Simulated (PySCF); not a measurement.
# What a mistake does to a calculation on B2CFH5

All numbers below are calculated, not measured. The program is PySCF 2.14.0, an open-source quantum chemistry code, run on an isolated molecule that a program drew, which may never have been made. The molecule is B2CFH5 (charge 0, singlet), drawn as the SMILES string `CBBF`.

Each row is a Hartree-Fock (HF) and frozen-core CCSD(T) single point in the cc-pVDZ basis, meant for a local HF minimum. Run 1 is clean. Each other run has one planted mistake out of seven kinds, and not every kind appears here: one electron removed, one electron added, multiplicity raised by two, geometry at a saddle point, minimal basis STO-3G, one bond length entered in bohr, all coordinates scaled. The reference is restricted for singlets and unrestricted otherwise, and also for a bond in bohr. Adding or removing an electron swaps singlet and doublet. Electrons count all cores. HOMO and LUMO are orbital energies over both spins, the gradient is its largest component, and the lowest frequency (negative if imaginary) is given only where the gradient is small. Bond lengths are over the 8 bonds as drawn. T1 is the CCSD diagnostic: over 0.02 (restricted) or 0.045 (unrestricted) a single reference is doubtful.

Geometry of the clean run:
```xyz
9
B2CFH5, angstrom
C    -0.9702   -0.1470    0.9084
B    -0.6298   -0.4463   -0.6043
B     0.7880   -1.2391   -1.1386
F     1.9110   -0.5562   -1.3934
H    -0.3957   -0.7151    1.6428
H    -0.7219    0.9158    1.0564
H    -2.0361   -0.2400    1.1316
H    -1.4227   -0.0732   -1.4353
H     0.8559   -2.4304   -1.3180
```

```
run,electrons,basis functions,<S^2>,HOMO (eV),LUMO (eV),gradient (hartree/bohr),lowest frequency (cm^-1),mean bond (Å),longest bond (Å),T1,HF (hartree),CCSD(T) (hartree),mistake
1,30,81,0.000,-11.18,2.31,1.3e-05,88,1.2911,1.710,0.0132,-189.61845,-190.16654,no fault
2,29,81,0.765,-19.42,-8.72,1.2e-01,-,1.2911,1.710,0.0231,-189.25231,-189.78936,one electron removed
3,30,81,2.013,-6.97,-1.19,6.8e-02,-,1.2911,1.710,0.0210,-189.46526,-190.01538,multiplicity raised by two
4,30,25,0.000,-9.15,6.80,3.2e-02,-,1.2911,1.710,0.0159,-187.12583,-187.31649,minimal basis STO-3G
5,30,81,0.000,-11.16,2.37,1.1e-02,-,1.2769,1.691,0.0130,-189.61750,-190.16420,?
6,31,81,0.761,0.46,8.46,4.2e-02,-,1.2911,1.710,0.0130,-189.56585,-190.13419,?
```

**Which mistake was planted in run 5, and what did it cost?**

The mean and the longest bond both change by the same factor, 0.989, and the gradient is no longer small. So the mistake is: all coordinates scaled. Subtracting run 1 and multiplying by 627.51 kcal/mol a hartree, the energy moved by 0.6 kcal/mol in HF and 1.5 kcal/mol in CCSD(T).

**Which mistake was planted in run 6, and what did it cost?**

It counts 31 electrons, one more than the clean run, at the same geometry and basis. So the mistake is: one electron added. Subtracting run 1 and multiplying by 627.51 kcal/mol a hartree, the energy moved by 33.0 kcal/mol in HF and 20.3 kcal/mol in CCSD(T).

Cautions from the logs. Run 6: the HOMO is above zero, so the electron isn't bound and the energy depends on the basis.
